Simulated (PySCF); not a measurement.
# Dipole moment and polarisability of `[H]/N=C1\C[SiH2][C@@]1(F)C#N`

Compound: C₄H₅FN₂Si.
Geometry (GFN2-xTB, Å), atoms numbered from 1 in this order:
```xyz
13
C4H5FN2Si angstrom
N     -1.8841    1.6596    1.6959
C     -1.1758    1.3981    0.8352
C     -0.3317    0.9767   -0.2420
F     -0.0312    2.0302   -1.0810
Si    -0.9588   -0.7085   -1.0335
C      0.4440   -1.2216    0.1590
C      0.8810    0.2284    0.2944
N      1.9490    0.7720    0.6310
H     -2.3269   -1.0608   -0.6863
H     -0.6146   -0.7451   -2.4475
H      1.2458   -1.8771   -0.1787
H      0.0949   -1.6061    1.1186
H      2.7042    0.1547    0.9173
```

Level: CAM-B3LYP/def2-SVPD (PySCF), static field, nuclei fixed, core orbitals frozen in the response. The polarisability tensor in these axes (au):

```
x   89.34  0.95  1.75
y    0.95 77.37  8.58
z    1.75  8.58 77.11
```

Question: Give the principal values, the mean and the anisotropy Δα = √{½[(α1 − α2)² + (α2 − α3)² + (α1 − α3)²]}.

Answer: Principal values 68.64, 84.99 and 90.19 au; mean 81.28 au = 12.04 Å³ = 13.40 × 10⁻⁴⁰ C²·m²/J; Δα = 19.48 au (24 % of the mean).

Question: What is the dipole moment, and where does it point?

Answer: (1.00, -5.39, -2.05) D, 5.85 D in size, pointing from the negative to the positive side. Measured along this direction, the outermost atoms are N1 at the negative end and H11 at the positive end.

Question: What are the principal values of the traceless quadrupole moment, Θ = ½Σq(3rr − r²1), about the centre of nuclear charge?

Answer: -10.77, 0.31, 10.46 D·Å. The values depend on the origin, since the dipole doesn't vanish. The electronic extent ⟨r²⟩ about the same centre is 992 bohr², a root-mean-square distance of 2.05 Å for the 66 electrons.

Question: Directions of the eigenvectors, and the extent of the frame along each?

Answer: Largest value along (0.92, 0.27, 0.30), where the nuclei span 5.41 Å; middle along (-0.40, 0.66, 0.63), 4.78 Å; least along (-0.03, -0.70, 0.71), 4.11 Å. The response follows the extents in order.

Question: In TDDFT the mean static polarisability is Σ f/ω² over all singlet excitations (ω in hartree). How much of it do the 8 lowest give? Their energies (eV) and oscillator strengths: 4.68, 0.0019; 5.74, 0.0115; 6.78, 0.0495; 6.95, 0.0066; 7.11, 0.1088; 7.24, 0.0167; 7.27, 0.0434; 7.47, 0.0179.

Answer: They add up to 3.89 au, 4.8 % of the 81.28 au; the largest single term is 1.59 au, from the state at 7.11 eV. Terms in order: 0.06, 0.26, 0.80, 0.10, 1.59, 0.24, 0.61, 0.24 au. Higher excitations give the rest. The strengths listed sum to 0.256.

Question: Refractivity n − 1 of an ideal gas of it at 273.15 K and 1 atm, from the electronic α?

Answer: N = p/kT = 2.6868 × 10¹⁹ cm⁻³, so n − 1 = 2π × N × 12.04 × 10⁻²⁴ cm³ = 2033 × 10⁻⁶ at long wavelengths, for an ideal gas.

Isolated species at its GFN2-xTB geometry (one conformer only).
